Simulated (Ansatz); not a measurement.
The molecule NH+, multiplicity 2 (the spin of the measured ground state, though multiplicity 4 came lower at CCSD(T)/def2-TZVPP on PBE0 minima). The T1 diagnostic near the minimum is 0.108, so single-reference values are doubtful.

Constants: fifth-degree fit in 1/R to seven points, most abundant isotopes. In def2 and cc sets the state is the lowest found near the PBE0 minimum, followed along R.

Programs: Ansatz (Gaussian orbitals). Values without a source in brackets are computed.

| level | r_e (Å) | ω_e (cm⁻¹) | ω_e x_e (cm⁻¹) | B_e (cm⁻¹) |
|---|---|---|---|---|
| PBE/def2-TZVPP | 1.095 | 2804 | 76 | 15.0 |
| PBE0/def2-TZVPP | 1.080 | 2950 | 74 | 15.4 |
| wB97X-V/def2-TZVPP | 1.078 | 2997 | 70 | 15.4 |

Doubts at one or more of the structures used: a spin-contaminated determinant (PBE/def2-TZVPP, PBE0/def2-TZVPP, wB97X-V/def2-TZVPP).

Measured for the ground state: r_e 1.07 Å, dipole 1.477 D [NIST CCCBDB].

Ansatz is a quantum-chemistry and plane-wave program.
